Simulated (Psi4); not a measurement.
I4Zr (SMILES [I][Zr]([I])([I])[I]), singlet, geometry from GFN2-xTB (such geometries of metal compounds can be far from the true shape) (all electrons, no relativity); PBE0/3-21G in Psi4.

Here is a job for Psi4.
```
memory 2 GB

molecule {
0 1
  Zr   -0.00000000    0.00000000   -0.00000000
  I     2.18545725   -0.64946479   -1.61123517
  I     0.86527892    0.40345503    2.62347539
  I    -1.19847694    2.33403420   -0.95396228
  I    -1.85225923   -2.08802445   -0.05827794
}

set basis 3-21g
set scf_type pk

energy('pbe0')
print_variables()
```

Problem. Predict the main parts of the log of this Psi4 run.

Solution. 
```
   => Loading Basis Set <=

    Name: 3-21G
    Role: ORBITAL
    Keyword: BASIS

         ---------------------------------------------------------
                                   SCF
               by Justin Turney, Rob Parrish, Andy Simmonett
                          and Daniel G. A. Smith
                              RKS Reference
         ---------------------------------------------------------

  ==> Geometry <==

    Molecular point group: c1
    Full point group: Td

    Geometry (in Angstrom), charge = 0, multiplicity = 1:

       Center              X                  Y                   Z               Mass
    ------------   -----------------  -----------------  -----------------  -----------------
         ZR           0.000000000000     0.000000002124    -0.000000000000    89.904697700000
         I            2.185457250000    -0.649464787876    -1.611235170000   126.904471900000
         I            0.865278920000     0.403455032124     2.623475390000   126.904471900000
         I           -1.198476940000     2.334034202124    -0.953962280000   126.904471900000
         I           -1.852259230000    -2.088024447876    -0.058277940000   126.904471900000

  Running in c1 symmetry.

  Rotational constants: A =      0.00639  B =      0.00639  C =      0.00639 [cm^-1]
  Rotational constants: A =    191.60428  B =    191.60428  C =    191.60427 [MHz]
  Nuclear repulsion = 3563.667510526921433

  Charge       = 0
  Multiplicity = 1
  Electrons    = 252
  Nalpha       = 126
  Nbeta        = 126

  ==> Algorithm <==

  SCF Algorithm Type is PK.
  DIIS enabled.
  MOM disabled.
  Fractional occupation disabled.
  Guess Type is SAD.
  Energy threshold   = 1.00e-06
  Density threshold  = 1.00e-06
  Integral threshold = 1.00e-12

  ==> Primary Basis <==

  Basis Set: 3-21G
    Blend: 3-21G
    Number of shells: 66
    Number of basis functions: 171
    Number of Cartesian functions: 171
    Spherical Harmonics?: false
    Max angular momentum: 2

  ==> DFT Potential <==

   => LibXC <=

    Version 7.1.2
    S. Lehtola, C. Steigemann, M. J. T. Oliveira, and M. A. L. Marques,  SoftwareX 7, 1–5 (2018) (10.1016/j.softx.2017.11.002)

   => Composite Functional: PBE0 <=

    PBE0 Hyb-GGA Exchange-Correlation Functional

    C. Adamo and V. Barone,  J. Chem. Phys. 110, 6158 (1999) (10.1063/1.478522)
    M. Ernzerhof and G. E. Scuseria,  J. Chem. Phys. 110, 5029 (1999) (10.1063/1.478401)

    Deriv               =              1
    GGA                 =           TRUE
    Meta                =          FALSE

    Exchange Hybrid     =           TRUE
    MP2 Hybrid          =          FALSE

   => Exchange Functionals <=

    0.7500   Perdew, Burke & Ernzerhof

   => Exact (HF) Exchange <=

    0.2500               HF

   => Correlation Functionals <=

    1.0000   Perdew, Burke & Ernzerhof

   => LibXC Density Thresholds  <==

    XC_HYB_GGA_XC_PBEH:  1.00E-15

   => Molecular Quadrature <=

    Radial Scheme          =       TREUTLER
    Pruning Scheme         =           NONE
    Nuclear Scheme         =       TREUTLER

    Blocking Scheme        =         OCTREE
    BS radius alpha        =              1
    Pruning alpha          =              1
    Radial Points          =             75
    Spherical Points       =            302
    Total Points           =         108993
    Total Blocks           =            981
    Max Points             =            256
    Max Functions          =            108
    Weights Tolerance      =       1.00E-15

  ==> Integral Setup <==

  Using integral reordering PK algorithm.
  Sizing the integral batches needed.
  Building batch lookup table.
   Calculation information:
      Number of atoms:                   5
      Number of AO shells:              66
      Number of primitives:            165
      Number of atomic orbitals:       171
      Number of basis functions:       171

      Integral cutoff                 1.00e-12
      Number of threads:                 1

	Batch   1 pq = [       0,   14706] index = [             0,108140571] size =    108140571
  Task number: 3
  Buffer size: 37968750
  Buffer per thread: 2
  We computed 1059290 shell quartets total.
  Whereas there are 2445366 unique shell quartets.

  ==> DiskJK: Disk-Based J/K Matrices <==

    J tasked:                  Yes
    K tasked:                  Yes
    wK tasked:                  No
    Schwarz Cutoff:          1E-12

  Minimum eigenvalue in the overlap matrix is 1.2972668080E-03.
  Reciprocal condition number of the overlap matrix is 2.3777227319E-04.
    Using symmetric orthogonalization.

  ==> Pre-Iterations <==

  SCF Guess: Superposition of Atomic Densities via on-the-fly atomic UHF (no occupation information).

   -------------------------
    Irrep   Nso     Nmo
   -------------------------
     A        171     171
   -------------------------
    Total     171     171
   -------------------------

  ==> Iterations <==

                        Total Energy        Delta E     RMS |[F,P]|

   @RKS iter SAD: -31075.13498437868839   -3.10751e+04   0.00000e+00
   @RKS iter   1: -31084.61865671265332   -9.48367e+00   4.11650e-03 DIIS/ADIIS
   @RKS iter   2: -31084.17580777972762    4.42849e-01   6.04156e-03 DIIS/ADIIS
   @RKS iter   3: -31084.56890178630056   -3.93094e-01   2.81003e-03 DIIS/ADIIS
   @RKS iter   4: -31084.72631782644021   -1.57416e-01   1.95111e-03 DIIS/ADIIS
   @RKS iter   5: -31084.80023730330504   -7.39195e-02   2.54160e-04 DIIS/ADIIS
   @RKS iter   6: -31084.80165253921950   -1.41524e-03   1.37118e-05 DIIS
   @RKS iter   7: -31084.80165615455553   -3.61534e-06   5.82955e-06 DIIS
   @RKS iter   8: -31084.80165693510935   -7.80554e-07   8.59548e-07 DIIS
  Energy and wave function converged.

  ==> Post-Iterations <==

   Electrons on quadrature grid:
      Ntotal   =  251.9999213178 ; deviation = -7.868e-05

    Orbital Energies [Eh]
    ---------------------

    Doubly Occupied:

[...]
    Virtual:

[...]
    Final Occupation by Irrep:
              A
    DOCC [   126 ]
    NA   [   126 ]
    NB   [   126 ]

  @RKS Final Energy: -31084.80165693510935

   => Energetics <=

    Nuclear Repulsion Energy =           3563.6675105269214328
    One-Electron Energy =              -49900.5548201620695181
    Two-Electron Energy =               15866.2241640744596225
    DFT Exchange-Correlation Energy =    -614.1385113744236151
    Empirical Dispersion Energy =           0.0000000000000000
    VV10 Nonlocal Energy =                  0.0000000000000000
    Total Energy =                     -31084.8016569351093494

Computation Completed

Properties will be evaluated at   0.000000,   0.000000,   0.000000 [a0]

Properties computed using the SCF density matrix

 Multipole Moments:

 ------------------------------------------------------------------------------------
     Multipole            Electronic (a.u.)      Nuclear  (a.u.)        Total (a.u.)
 ------------------------------------------------------------------------------------

 L = 1.  Multiply by 2.5417464519 to convert [e a0] to [Debye]
 Dipole X            :          0.0000744            0.0000000            0.0000744
 Dipole Y            :          0.0002748            0.0000000            0.0002748
 Dipole Z            :         -0.0001289            0.0000000           -0.0001289
 Magnitude           :                                                    0.0003125

 ------------------------------------------------------------------------------------

  Variable Map:
  ----------------------------------------------------------------------------
[...]
  Array Variable Map:
  ----------------------------------------------------------------------------
[...]
[...]
```
